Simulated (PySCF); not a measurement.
C3H6ClNSi.
Geometry (PBE0-D3(BJ)/def2-SVP, Å), atoms numbered from 1 in this order:
```
atom  x, y, z in Å
C1     0.2505   -2.0125    1.0509
C2    -0.1764   -3.2646    0.8494
Si3   -1.7255   -3.6422   -0.0946
Cl4   -2.9208   -4.9080    1.0600
N5    -2.5397   -2.1409   -0.4352
C6    -3.7243   -1.8343   -0.1273
H7    -0.3018   -1.1528    0.6564
H8     1.1646   -1.7958    1.6147
H9     0.4035   -4.1000    1.2619
H10   -1.4831   -4.3442   -1.3817
H11   -4.1314   -0.8418   -0.3945
H12   -4.4173   -2.5105    0.4151
```

Method: PySCF 2.14.0, PBE0-D3(BJ)/def2-SVP geometry optimisation, gas phase.

Take the most abundant isotopes and a rigid rotor. The values belong to one conformer with, in the numbering `[CH2:1]=[CH:2][Si@@H:3]([Cl:4])[N:5]=[CH2:6]`, C1–C2–Si3–Cl4 -128°, C2–Si3–N5–C6 -124°.

(1) What are A, B and C (GHz)?

(2) What kind of rotor is it?

(3) Is it planar, by Δ = Ic − Ia − Ib?

(4) Give the other two planar moments, Paa and Pbb, and the rms extents of the mass along the axes.

(5) List the rotational levels J(Ka,Kc) to J = 5 (MHz).

(6) Predict some low-J microwave lines.

## Answers

(1) Ia = 189.08, Ib = 260.22, Ic = 396.69 u·Å²; 505379 MHz·u·Å²/I gives 2673, 1942 and 1274 MHz, that is A = 2.6729, B = 1.9421, C = 1.2740 GHz.

(2) An asymmetric top; Ray's κ = -0.045.

(3) Not planar: Δ = Ic − Ia − Ib = -52.60 u·Å². For a rigid frame Δ = −2 Σ m c², so Σ m c² = 26.30 u·Å² lies off the ab plane: 6.61 from hydrogen and 19.69 from heavier atoms. The atom farthest from that plane is 2.10 Å away.

(4) Paa = Σ m a² = (Ib + Ic − Ia)/2 = 233.91 and Pbb = Σ m b² = (Ia + Ic − Ib)/2 = 162.77 u·Å². With the mass M = 119.00 u, the rms extents √(P/M) along a, b and c are 1.40, 1.17, 0.47 Å.

(5) Above 0(0,0):
J = 1: 1(0,1) 3216, 1(1,1) 3947, 1(1,0) 4615
J = 2: 2(0,2) 9354, 2(1,2) 9711, 2(1,1) 11715, 2(2,1) 13908, 2(2,0) 14202
J = 3: 3(0,3) 18075, 3(1,3) 18200, 3(1,2) 22119, 3(2,2) 23556, 3(2,1) 24778, 3(3,1) 29037, 3(3,0) 29128
J = 4: 4(0,4) 29283, 4(1,4) 29320, 4(1,3) 35450, 4(2,3) 36181, 4(2,2) 39036, 4(3,2) 42311, 4(3,1) 42862, 4(4,1) 49438, 4(4,0) 49461
J = 5: 5(0,5) 43007, 5(1,5) 43016, 5(1,4) 51332, 5(2,4) 51619, 5(2,3) 56666, 5(3,3) 58805, 5(3,2) 60506, 5(4,2) 66161, 5(4,1) 66350, 5(5,1) 75163, 5(5,0) 75168
Those of J = 1 are B + C, A + C and A + B.

(6) The dipole components are |μa| = 0.79 D, |μb| = 0.73 D, |μc| = 0.53 D. Intensities carry the squares of the components, which stand as 1.00 : 0.86 : 0.46 (a : b : c). Some of the stronger lines:

```tsv
type	branch	J(Ka,Kc)	MHz	lower level (cm⁻¹)
a	R	1(0,1) ← 0(0,0)	3216	0.000
b	Q	3(3,0) ← 3(2,1)	4350	0.826
b	Q	3(2,2) ← 3(1,3)	5356	0.607
b	R	2(1,2) ← 1(0,1)	6495	0.107
a	R	3(1,3) ← 2(1,2)	8489	0.324
c	R	2(1,1) ← 1(0,1)	8499	0.107
b	R	3(1,3) ← 2(0,2)	8846	0.312
a	R	3(2,2) ← 2(2,1)	9648	0.464
c	R	3(3,0) ← 2(2,0)	14926	0.474
b	R	3(2,1) ← 2(1,2)	15067	0.324
c	R	3(3,1) ← 2(2,1)	15129	0.464
b	R	3(3,0) ← 2(2,1)	15220	0.464
```

Stationary, but not proved a minimum. Constants of a rigid frame at the computed geometry: no zero-point averaging, no centrifugal distortion. Quadrupole hyperfine structure (14N, 35Cl) is left out.
